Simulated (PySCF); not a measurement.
## How exact exchange moves a shielding

Molecule: SMILES C(/B)=C/C=C, C$_{4}$H$_{7}$B.

Mapped SMILES: `[BH2:1]/[CH:2]=[CH:3]\[CH:4]=[CH2:5]`. Each H is labelled by its parent atom. Ha(C5) is cis to C3; Hb(C5) is trans to C3.

GIAO shieldings (ppm, equivalent atoms averaged) in PySCF on the PBE0-D3(BJ)/def2-SVP geometry, basis pcSseg-2, gas phase, non-relativistic:

| functional | exact exchange (%) | σ(B1) | σ(C4) | σ(C2) | σ(C5) |
| --- | --- | --- | --- | --- | --- |
| BLYP | 0 | 24.2 | 26.8 | 27.1 | 38.6 |
| BP86 | 0 | 26.5 | 31.6 | 32.0 | 41.6 |
| PBE | 0 | 24.6 | 31.2 | 31.3 | 41.2 |
| B3LYP | 20 | 28.4 | 30.6 | 32.4 | 41.5 |
| mPW1PW91 | 25 | 31.1 | 35.4 | 37.7 | 44.6 |
| BHandHLYP | 50 | 35.6 | 36.4 | 40.0 | 46.3 |
| HF | 100 | 50.2 | 47.6 | 54.2 | 55.9 |

(1) Fit each shielding as a line in the percentage of exact exchange.

(2) What does the line predict for PBE0 (25 %), and what does the run give?

Results:

(1) σ(B1) = 24.6 + 0.25 x (rms 1.1 ppm); σ(C4) = 29.4 + 0.17 x (rms 1.9 ppm); σ(C2) = 29.8 + 0.24 x (rms 1.9 ppm); σ(C5) = 40.0 + 0.15 x (rms 1.3 ppm). The functionals also differ in their semilocal parts, which the line can't hold; Hartree–Fock has no correlation at all.

(2) σ(B1): 30.9 predicted, 30.5 computed; σ(C4): 33.6 predicted, 36.0 computed; σ(C2): 35.8 predicted, 38.0 computed; σ(C5): 43.8 predicted, 45.0 computed ppm.
